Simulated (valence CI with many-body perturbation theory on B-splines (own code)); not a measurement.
# Pr⁴⁵⁺: key properties

Level of theory: relativistic CI+MBPT: four valence electrons over a frozen Dirac-Fock core [Ne], a basis of 9 s, 9 p, 8 d, 6 f, 3 g, 1 h functions for each j, with the one-electron correlation potential Σ1, the two-electron term Σ2, the three-electron term Σ3, Breit, model QED; selected CI, second order for the rest, scaled by the run's own slope (own B-spline code, finite nucleus).

No measured spectrum was set against this ion. As an estimate, large intervals hold to a few tenths of a per cent, small ones and those within an open d or f shell to about a per cent.

Levels are named by their leading jj configuration (3d3/2^4 stands for four electrons in 3d with j = 3/2), which in mixed levels can hold well under half, so a name can repeat and another be missing.

Rates and lifetimes use the calculated energies. Strong lines usually hold to 10 to 20 %, long lifetimes can be off by a factor of two.

Question: What is the ground level?

Answer: (3s^2 3p1/2^2) J=0, composition 71 % 3s2.3p2 3P + 28 % 3s2.3p2 1S.

Question: Among levels below 4161.9 × 10³ cm⁻¹, which E1 lines absorb most strongly from the ground level?

Answer: to (3s^2 3p1/2 3d3/2) J=1 at 3.996 nm, f = 0.689; to (3s 3p1/2^2 3p3/2) J=1 at 4.881 nm, f = 0.157; to (3s 3p1/2 3p3/2^2) J=1 at 3.302 nm, f = 0.00179.

Question: Where does the other parity begin?

Answer: At (3s 3p1/2^2 3p3/2) J=2, 1871.2 × 10³ cm⁻¹.

Question: How well does LS coupling describe the low levels?

Answer: Among the lowest 20 levels the leading LS term, summed over configurations, holds 58 % on average. For single configurations the figures are 56 % in LS and 89 % in jj coupling. Terms mix most in the J = 2 level at 3261.9 × 10³ cm⁻¹, where the leading one holds 27 %.

Question: What is the ionisation energy?

Answer: 3730.8 eV; NIST lists 3729 ± 4 eV (theoretical).

Question: Name the longest-lived excited levels whose lifetime is computed, and their main decay.

Answer: (3s^2 3p1/2 3p3/2) J=2 at 982.59 × 10³ cm⁻¹ lives 15.9 μs, mostly by E2 to (3s^2 3p1/2^2) J=0; (3s^2 3p3/2 3d5/2) J=4 at 3483.7 × 10³ cm⁻¹ lives 120 ns, mostly by M1 to (3s^2 3p1/2 3d5/2) J=3; (3s^2 3p1/2 3p3/2) J=1 at 924.73 × 10³ cm⁻¹ lives 99.4 ns, mostly by M1 to (3s^2 3p1/2^2) J=0.

Question: What are the static dipole polarisabilities of the lowest levels?

Answer: (3s^2 3p1/2^2) J=0 0.00765; (3s^2 3p1/2 3p3/2) J=1 0.00908 (tensor 0.00037) bohr³, of which the core gives 0.000126.
